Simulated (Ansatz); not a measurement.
`CB(C)[SeH]` + `C=C=N` → `C=C=NB(C)C` + H₂Se  (ligand exchange at a B–Se bond)

Isolated molecules relaxed with PBE0-D4/def2-TZVP in Ansatz; ΔE leaves out vibrations. CCSD(T)/CBS adds triple-zeta CCSD(T) − MP2 to the extrapolated MP2 energy (def2 sets, frozen cores). This one scheme is used for every species. DFT in def2-TZVPP. B3LYP here is the variant with VWN-RPA as its local correlation; programs differ in this. For Se outer-core shells are correlated without core-valence functions, which leaves a few kJ/mol of doubt a bond. Scalar relativity is left out up to krypton. Each species was taken in one conformer, which may not be the lowest.

`CB(C)[SeH]`:

```xyz
11

C    -0.209   -0.435   -1.475
B    -0.304   -0.099    0.052
C     0.894    0.546    0.825
Se   -1.970   -0.545    0.930
H    -1.034   -1.022   -1.881
H    -0.162    0.506   -2.037
H     0.730   -0.956   -1.695
H     1.408    1.294    0.212
H     1.635   -0.243    1.015
H     0.641    0.992    1.787
H    -1.629   -0.038    2.266
```

`C=C=N`:

```xyz
6

C     0.510    0.752   -0.340
C    -0.188   -0.303   -0.019
N    -0.842   -1.314    0.165
H     0.013    1.687   -0.560
H     1.590    0.700   -0.377
H    -1.084   -1.522    1.131
```

`C=C=NB(C)C`:

```xyz
14

C     1.702   -0.169    2.742
C     1.012   -0.101    1.629
N     0.383   -0.039    0.617
B    -0.353    0.034   -0.569
C     0.335    0.615   -1.858
C    -1.844   -0.467   -0.573
H     1.243   -0.545    3.646
H     2.735    0.150    2.761
H     1.416    0.729   -1.773
H    -0.089    1.604   -2.072
H     0.112    0.000   -2.734
H    -2.495    0.247   -1.086
H    -1.907   -1.397   -1.150
H    -2.251   -0.663    0.420
```

H₂Se:

Z-matrix (Å, degrees):
```
Se
H 1 1.467
H 1 1.467 2 91.2
```

```csv
level,ΔE (kJ/mol),difference from CCSD(T)/CBS
PBE-D4,-34.4,-7.2
r2SCAN-D4,-35.0,-7.8
PBE0-D4,-33.3,-6.1
B3LYP-D4,-41.0,-13.8
ωB97X-V,-30.4,-3.2
ωB97M-V,-32.0,-4.8
B2PLYP,-37.6,-10.4
PBE,-35.6,-8.4
r2SCAN,-34.7,-7.5
PBE0,-34.2,-7.0
B3LYP,-43.6,-16.4
HF/def2-TZVPP,-39.1,-11.9
MP2/def2-TZVPP,-28.6,-1.4
SCS-MP2/def2-TZVPP,-30.0,-2.8
CCSD/def2-TZVPP,-29.0,-1.8
CCSD(T)/def2-TZVPP,-27.8,-0.6
HF/def2-QZVPP,-40.3,-13.1
MP2/def2-QZVPP,-28.7,-1.5
SCS-MP2/def2-QZVPP,-30.2,-3.0
HF/CBS(def2),-40.5,-13.3
MP2/CBS(def2),-28.0,-0.8
CCSD/CBS(def2),-28.4,-1.2
CCSD(T)/CBS,-27.2,0
```

Largest T1 diagnostic among the species: 0.015.

In def2-TZVPP, CCSD(T) changes the Hartree–Fock value by +11.2 kJ/mol (the triples alone add +1.2 kJ/mol) and MP2 by +10.4 kJ/mol.
